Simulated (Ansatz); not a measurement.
Born–Oppenheimer molecular dynamics of C2H7FSi2 (12 atoms, charge 0, multiplicity 1). It starts from a relaxed structure.

Computed with UKS PBE0-D4/STO-3G in Ansatz.

* ensemble: NVT, Nosé–Hoover chain
* time step: 1 fs
* steps asked: 273
* set temperature: 1500 K
* thermostat: time constant 100 fs, chain length 3 (defaults)
* seed: 492147

Frames 20 fs apart, positions in Å, forces in eV/Å.

Velocities at 30.0 fs (Å/ps):

```
C 3.43 3.27 0.70
C 2.67 0.00 -3.28
F -2.61 1.11 -4.08
Si -3.14 -0.79 5.74
Si -1.85 -2.61 -3.21
H 3.43 -52.68 -16.15
H 9.14 -24.82 -19.12
H 15.78 13.38 -0.95
H -10.90 -10.87 27.91
H 78.13 29.50 19.08
H 2.71 16.93 -36.81
H 17.38 63.59 63.14
```

```xyz
12
Properties=species:S:1:pos:R:3:forces:R:3 time_fs=30.0 energy_less_start_eV=0.667 T=1035
C -0.211 1.999 1.157 -0.92 -4.66 -0.60
C -0.274 0.609 1.128 1.60 3.56 1.36
F 0.414 -0.035 2.147 0.00 0.11 -0.52
Si -0.824 -0.517 -0.203 -1.37 -0.65 -0.53
Si 0.988 -1.312 -1.290 0.16 -0.56 0.02
H -0.879 2.617 0.638 -1.00 0.96 -1.75
H 0.375 2.497 1.850 1.40 1.09 2.21
H -1.804 0.149 -1.031 0.12 0.08 -0.08
H -1.558 -1.474 0.595 0.06 -0.50 -0.44
H 1.034 -1.187 -2.761 -0.27 -0.06 0.86
H 1.188 -2.728 -0.900 0.00 0.90 -0.35
H 2.046 -0.496 -0.735 0.20 -0.27 -0.19
12
Properties=species:S:1:pos:R:3:forces:R:3 time_fs=50.0 energy_less_start_eV=0.933 T=895
C -0.199 2.034 1.077 0.21 -6.93 0.18
C -0.156 0.615 1.094 -0.36 3.29 0.75
F 0.430 -0.058 2.147 -0.45 0.66 0.04
Si -0.917 -0.562 -0.163 1.45 0.50 -2.19
Si 1.004 -1.270 -1.266 -0.72 -0.77 0.21
H -0.368 2.564 0.212 -1.28 1.26 -2.71
H 0.066 2.619 1.881 1.29 1.41 2.56
H -1.858 0.186 -0.983 0.31 -0.07 0.06
H -1.652 -1.662 0.344 -0.26 -0.47 0.81
H 1.248 -0.544 -2.522 0.01 -0.39 0.63
H 1.213 -2.733 -1.434 -0.65 0.96 -0.29
H 2.010 -1.026 -0.276 0.45 0.54 -0.07
12
Properties=species:S:1:pos:R:3:forces:R:3 time_fs=70.0 energy_less_start_eV=1.440 T=617
C -0.143 1.918 0.988 -0.21 -4.85 0.21
C -0.167 0.537 1.120 -1.28 4.81 -1.83
F 0.424 0.009 2.176 1.50 -1.64 1.75
Si -0.879 -0.587 -0.218 -0.65 -0.76 3.18
Si 0.953 -1.218 -1.188 4.08 0.43 1.08
H -0.805 2.323 0.309 -1.42 1.31 -2.38
H 0.419 2.592 1.540 1.25 1.38 1.88
H -1.738 0.048 -1.182 -0.22 0.12 0.16
H -1.516 -1.580 0.697 0.06 0.36 -1.34
H 1.289 -0.071 -1.959 0.07 0.49 -0.50
H 0.567 -2.166 -2.110 0.00 -1.71 -1.28
H 2.377 -1.482 -0.483 -3.18 0.06 -0.94
12
Properties=species:S:1:pos:R:3:forces:R:3 time_fs=90.0 energy_less_start_eV=1.364 T=805
C -0.157 1.910 0.853 0.24 -3.56 2.61
C -0.276 0.567 1.205 0.16 1.75 -2.91
F 0.457 0.041 2.207 0.09 0.19 1.51
Si -0.880 -0.630 -0.120 0.01 1.86 -1.85
Si 0.981 -1.198 -1.274 -1.62 2.93 -4.13
H -0.395 2.440 -0.033 -1.06 0.09 -1.24
H 0.311 2.486 1.613 0.89 1.15 0.77
H -1.713 0.311 -0.836 -0.16 -0.35 -0.23
H -1.670 -1.781 0.123 -0.30 -0.57 0.72
H 1.970 -0.113 -1.376 -0.56 -0.53 0.11
H 0.859 -1.858 -2.637 -0.05 0.72 1.64
H 1.345 -2.054 -0.367 2.36 -3.68 3.01
12
Properties=species:S:1:pos:R:3:forces:R:3 time_fs=110.0 energy_less_start_eV=1.039 T=1200
C -0.175 1.887 0.885 -0.12 0.34 -0.26
C -0.135 0.566 1.171 -1.84 1.51 -1.63
F 0.420 0.109 2.320 0.50 -0.52 -0.07
Si -0.930 -0.607 -0.153 1.81 -1.27 0.85
Si 1.014 -1.243 -1.304 -0.69 -1.59 -1.07
H -0.820 2.275 0.073 0.65 -0.49 0.09
H 0.377 2.676 1.396 -0.11 -0.11 0.56
H -2.048 -0.208 -1.033 0.70 0.36 0.65
H -1.399 -1.660 0.721 -0.20 -0.29 -0.41
H 2.081 -0.306 -0.940 -0.15 -0.75 0.18
H 0.779 -0.919 -2.717 0.05 -0.14 0.51
H 1.410 -2.790 -1.376 -0.60 2.94 0.61
12
Properties=species:S:1:pos:R:3:forces:R:3 time_fs=130.0 energy_less_start_eV=0.739 T=1586
C -0.179 1.941 0.944 -1.22 2.92 -1.81
C -0.173 0.619 1.109 0.57 -0.53 0.50
F 0.343 0.179 2.279 0.13 -0.82 1.48
Si -0.762 -0.706 -0.105 -1.82 0.60 1.01
Si 0.919 -1.240 -1.345 0.58 -2.65 -0.35
H -0.451 2.376 -0.071 0.08 -0.66 1.53
H -0.084 2.736 1.746 0.53 -1.46 -0.88
H -1.715 0.142 -0.765 -0.37 -0.44 -0.54
H -1.460 -1.838 0.561 0.55 0.87 -0.27
H 2.017 -1.319 -0.473 1.11 0.59 0.51
H 1.038 -0.337 -2.391 0.47 1.10 -1.12
H 0.982 -2.600 -1.881 -0.60 0.49 -0.06
12
Properties=species:S:1:pos:R:3:forces:R:3 time_fs=150.0 energy_less_start_eV=1.225 T=1356
C -0.248 2.025 0.907 1.42 3.64 0.21
C -0.223 0.705 1.109 0.22 -1.44 2.52
F 0.278 0.172 2.372 -0.68 1.48 -2.74
Si -0.710 -0.697 -0.014 0.49 -0.15 -2.14
Si 0.951 -1.307 -1.456 2.28 2.00 1.21
H -0.696 2.621 0.009 0.99 -1.85 1.73
H 0.376 2.717 1.639 -1.95 -1.61 -1.50
H -1.742 -0.515 -1.035 -0.03 0.69 0.73
H -1.171 -1.797 0.728 -0.21 -0.79 0.85
H 1.994 -2.269 -0.897 -1.26 1.09 -0.80
H 1.679 0.005 -1.985 -1.28 -2.51 0.84
H 0.165 -1.882 -2.479 0.02 -0.55 -0.92
12
Properties=species:S:1:pos:R:3:forces:R:3 time_fs=170.0 energy_less_start_eV=1.597 T=1174
C -0.229 2.017 0.938 -1.82 5.64 -1.90
C -0.279 0.734 1.206 1.86 -2.75 0.57
F 0.216 0.265 2.400 -0.37 0.01 0.48
Si -0.671 -0.707 -0.001 0.21 -0.44 1.21
Si 0.971 -1.361 -1.566 -3.90 1.05 -2.03
H -0.610 2.255 -0.145 0.93 0.07 2.50
H -0.123 2.980 1.668 0.07 -3.27 -2.07
H -2.097 -0.386 -0.203 0.72 -0.57 -0.85
H -0.653 -1.802 0.993 -0.22 0.39 -0.68
H 1.401 -2.704 -1.381 -0.57 -0.89 -0.24
H 2.147 -0.748 -1.276 2.12 1.81 0.48
H 0.507 -0.952 -3.028 0.96 -1.05 2.54
12
Properties=species:S:1:pos:R:3:forces:R:3 time_fs=190.0 energy_less_start_eV=1.472 T=1346
C -0.346 1.980 0.901 1.45 5.82 0.02
C -0.086 0.712 1.154 -1.50 -2.72 0.57
F 0.127 0.386 2.485 0.36 -0.14 -0.50
Si -0.545 -0.786 0.027 1.02 0.30 0.23
Si 0.871 -1.319 -1.582 2.34 -2.44 2.42
H -0.469 2.485 -0.151 0.00 -1.47 2.42
H -0.083 2.757 1.808 -1.11 -2.21 -2.91
H -1.641 -0.621 -0.856 -1.27 0.59 0.32
H -0.756 -1.988 0.827 0.02 0.48 -0.06
H 0.207 -2.480 -2.179 0.76 -0.13 0.50
H 2.309 -1.469 -1.019 -2.12 -0.44 -0.89
H 1.085 -0.589 -2.696 0.06 2.36 -2.12
12
Properties=species:S:1:pos:R:3:forces:R:3 time_fs=210.0 energy_less_start_eV=1.496 T=1385
C -0.322 1.927 0.784 -1.52 4.39 1.11
C -0.139 0.675 1.204 0.60 -0.76 -0.64
F 0.086 0.458 2.532 0.37 -0.14 0.28
Si -0.461 -0.804 0.063 -2.13 0.88 0.86
Si 0.865 -1.343 -1.645 0.28 1.21 0.08
H -0.739 2.280 -0.245 1.29 -1.08 2.15
H -0.343 2.769 1.659 0.22 -2.26 -2.86
H -1.800 -0.244 -0.193 0.50 -0.84 -1.04
H -0.805 -1.847 0.950 0.11 -0.95 0.58
H -0.018 -1.548 -2.858 1.30 0.00 1.13
H 1.843 -2.446 -1.270 -1.12 1.28 -0.74
H 1.472 0.046 -1.625 0.09 -1.75 -0.91
12
Properties=species:S:1:pos:R:3:forces:R:3 time_fs=230.0 energy_less_start_eV=1.331 T=1561
C -0.340 1.927 0.703 0.57 1.80 -2.42
C -0.193 0.705 1.272 -0.81 0.20 -1.73
F 0.105 0.478 2.561 0.01 0.01 1.10
Si -0.531 -0.847 0.175 2.63 -1.41 -1.06
Si 0.911 -1.267 -1.699 0.46 -0.03 1.91
H -0.383 1.854 -0.469 -0.39 0.60 2.71
H -0.258 3.033 1.107 -0.04 -3.01 -0.49
H -1.740 -1.016 -0.591 -0.64 0.56 0.61
H -0.379 -2.036 1.057 -0.24 0.87 -0.54
H 0.393 -0.879 -2.931 -0.74 1.42 -1.11
H 0.748 -2.651 -1.988 0.30 -0.89 0.57
H 2.368 -0.962 -1.764 -1.11 -0.12 0.45
12
Properties=species:S:1:pos:R:3:forces:R:3 time_fs=250.0 energy_less_start_eV=1.667 T=1379
C -0.284 1.877 0.609 -0.72 0.57 0.14
C -0.292 0.606 1.171 1.45 3.26 -0.04
F 0.087 0.555 2.523 -0.17 -0.24 -1.51
Si -0.422 -0.942 0.161 -1.10 -0.49 1.28
Si 0.832 -1.184 -1.636 -2.31 -0.89 -2.90
H -0.771 2.266 -0.391 1.50 -1.64 2.14
H 0.107 2.722 1.257 -0.88 -0.94 -0.69
H -1.845 -0.930 0.055 -0.57 -0.56 -0.76
H -0.097 -2.018 1.058 -0.01 -0.20 0.12
H 1.183 0.196 -2.142 -0.45 -1.65 -0.18
H 0.221 -2.442 -2.562 1.14 3.44 1.63
H 1.970 -1.797 -1.184 2.12 -0.67 0.78
```

Of the whole run (273 fs, mean temperature of the second half 1431 K): The conserved energy wandered by up to 7.2 meV per atom (net 4.2 meV per atom), which is poor conservation. A run of 0.27 ps of so small a system gives no equilibrium averages. Limits of this set-up: minimal basis.

Time of the run: 17 min on 1 CPU thread of a shared host.
